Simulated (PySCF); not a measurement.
From computed data to an observable: oscillator strength and radiative lifetime

C2H8BNO2, SMILES NB(O)COC.

The structure is a stationary point at B3LYP-D3(BJ)/def2-SVP. The structure was generated by enumeration, and PubChem lists no compound with its InChIKey, so it may never have been made. The values are those of a single conformer.

TDA-ωB97X/def2-SVPD (PySCF) puts the first singlet state with f over 0.02 at 7.39 eV (vertical), with the transition dipole (0.000, 0.000, 0.479) in atomic units.

Task: Find the oscillator strength, the wavelength and the radiative lifetime that this transition would have in vacuum if emission retraced absorption.

Result: 
|μ|² = 0.2294 au, so |μ| = 1.22 D. ΔE = 7.39/27.211 = 0.2716 hartree. f = (2/3) ΔE |μ|² = 0.042 (the program prints 0.042).
λ = 1239.84/7.39 = 168 nm; ν = 59604 cm⁻¹.
Einstein's coefficient A = 0.6670 ν² f s⁻¹ (ν in cm⁻¹) = 9.8e7 s⁻¹, so τ = 1/A = 10 ns. This state is S1. The figure is the radiative limit of this one transition; relaxation, internal conversion, crossing to triplets and a medium change what is measured.
